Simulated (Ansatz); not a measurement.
Relaxation of C3H5ClSi (10 atoms, charge 0, multiplicity 1), to a largest force component of 0.02 eV/Å in at most 50 steps.

Theory: RKS B3LYP-D4/cc-pVDZ (Ansatz).

```xyz
10
Properties=species:S:1:pos:R:3:forces:R:3
C -0.771 -2.187 0.096 -1.89 3.27 -0.42
C -0.273 -0.789 0.059 -0.86 -3.20 0.06
C 0.147 0.330 0.023 1.95 3.98 -0.02
Si 0.946 2.073 -0.008 -2.77 -1.17 1.31
Cl -0.177 3.170 -1.382 0.00 0.24 -0.21
H -0.178 -2.816 -0.474 1.55 -1.63 -1.23
H -1.789 -2.163 -0.364 0.32 -0.26 0.24
H -0.865 -2.492 1.104 -0.08 -0.72 1.41
H 0.744 2.750 1.357 0.20 -0.38 -0.66
H 2.297 2.072 -0.407 1.56 -0.12 -0.49
```

Q: Where does it end, and by what steps?

A: The run converged. After 4 steps the energy has fallen by 0.384 eV; Si4 moved furthest, 0.08 Å.

```csv
step,energy less start (eV),largest force component (eV/Å),accepted
0,0.0000,3.982,yes
1,-0.3382,1.206,yes
2,-0.3814,0.187,yes
3,-0.3835,0.059,yes
4,-0.3837,0.018,yes
```

```xyz
10
Properties=species:S:1:pos:R:3
C -0.787 -2.133 0.089
C -0.259 -0.775 0.066
C 0.179 0.364 0.040
Si 0.875 2.046 0.005
Cl -0.171 3.225 -1.386
H -0.130 -2.820 -0.468
H -1.788 -2.170 -0.371
H -0.873 -2.504 1.123
H 0.737 2.703 1.334
H 2.300 2.012 -0.429
```

Time of the run: 16 s on 2 threads of Arm Neoverse V1, on a shared host, peak memory 0.22 GiB.
